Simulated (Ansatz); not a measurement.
Mg₃Al₃⁺. Charge 1, multiplicity 1. Geometry PBE0-D4/def2-SVP, basis def2-TZVP, Ansatz.

```xyz
6

Al   -0.3220   -1.1038   -0.6843
Al    0.3576   -1.6037    1.8404
Al   -2.3179    0.6331   -0.5859
Mg    0.0247    1.2238    1.1507
Mg    2.5182   -0.7271    0.4085
Mg   -0.2606    1.5777   -2.1294
```

```tsv
run	HOMO (eV)	LUMO (eV)
A	-7.97	-6.41
B	-7.66	-6.87
C	-7.56	-6.93
D	-7.81	-6.66
```

B3LYP takes the VWN-RPA correlation. HSE06 is defined as in plane-wave codes, on full-range PBE exchange. Another isomer (singlet) lies 0.45 eV lower at PBE0-D4/def2-TZVP; other spin states weren't run for this one.

Q: The runs used B3LYP, HSE06, PBE, r2SCAN. Estimate which is which.

A: A B3LYP (20 % exact exchange); B r2SCAN (0 % exact exchange); C PBE (0 % exact exchange); D HSE06 (range-separated). Exact exchange lowers occupied and raises empty levels; among semilocal functionals meta-GGAs tend to open the gap a little, and such runs are hard to tell apart. The gap grows from 0.63 eV (PBE) to 1.55 eV (B3LYP). The restricted singlet is unstable towards broken spin symmetry in Hartree–Fock (as tested in another run); at B3LYP-D4/def2-TZVP, r2SCAN-D4/def2-TZVP, PBE-D4/def2-TZVP, HSE06-D4/def2-TZVP this wasn't settled.
